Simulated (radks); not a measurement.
The vanadium ion V2+, 21 electrons, occupied as [Ar] 3d3. Method: scalar-relativistic Kohn-Sham, PBEsol, spin-polarised, spherical densities, point nucleus; open shells are filled with parallel spins first; computed with a radial shooting solver on a logarithmic mesh with Libxc functionals.

Local quantities along the radius. ELF = 1/(1 + alpha^2) is the electron localisation function; alpha = (tau - tau_W)/tau_unif compares the Pauli kinetic energy density with that of the uniform gas (summed over spins). tau is taken from the large components.

```
   r/bohr * ELF (the largest magnitude, 1, reaches the edge; | marks zero)
 0.002797 |                                                      *
 0.003585 |                                                      *
 0.004557 |                                                      *
 0.005839 |                                                      *
 0.007483 |                                                      *
 0.009589 |                                                      *
  0.01219 |                                                      *
  0.01562 |                                                      *
  0.02002 |                                                      *
  0.02565 |                                                      *
  0.03261 |                                                      *
  0.04179 |                                                     *
  0.05355 |                                                 *
  0.06862 |                                    *
  0.08724 |                   *
   0.1118 |              *
   0.1433 |                       *
   0.1836 |                                      *
   0.2334 |                                             *
   0.2991 |                                           *
   0.3832 |                        *
   0.4911 |       *
   0.6293 |                    *
      0.8 |                                         *
    1.025 |                                            *
    1.314 |                                     *
    1.684 |                      *
     2.14 |       *
    2.743 | *
    3.514 *
    4.504 *
```

On this mesh the ELF has minima near r = 0.11, 0.49 bohr, which separate the shells, and maxima near 0.27 (0.84), 0.91 (0.81).
